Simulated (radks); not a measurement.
The fluorine anion F-, [Ne], held by a Watson sphere: a shell of charge +1 at radius R that stands for the Madelung well of a crystal (potential energy -1/R inside, -1/r outside, in hartree with lengths in bohr). Calculated with a radial shooting solver on a logarithmic mesh with Libxc functionals: non-relativistic Kohn-Sham, PBE, spin-polarised, spherical densities, point nucleus. Response by self-consistent Sternheimer equations with the Hartree and adiabatic LDA kernel. The sphere does not respond.

R (bohr)  e(1s) (eV)  e(2s) (eV)  e(2p) (eV)  <r> 2p (bohr)  sum of <r^2> (bohr^2)  X-ray form factor at sin(theta)/lambda = 0.2 1/angstrom  alpha (bohr^3)
1.85         -658.22     -27.930      -9.533          1.208                  14.63                                                    7.009           7.303
2.03         -657.95     -27.317      -8.988          1.223                  15.04                                                    6.973           8.087
2.14         -657.76     -26.969      -8.671          1.231                  15.26                                                    6.955           8.584
2.55         -657.02     -25.831      -7.601          1.256                  16.00                                                    6.905           10.53
2.81         -656.56     -25.220      -7.009          1.269                  16.40                                                    6.885           11.81
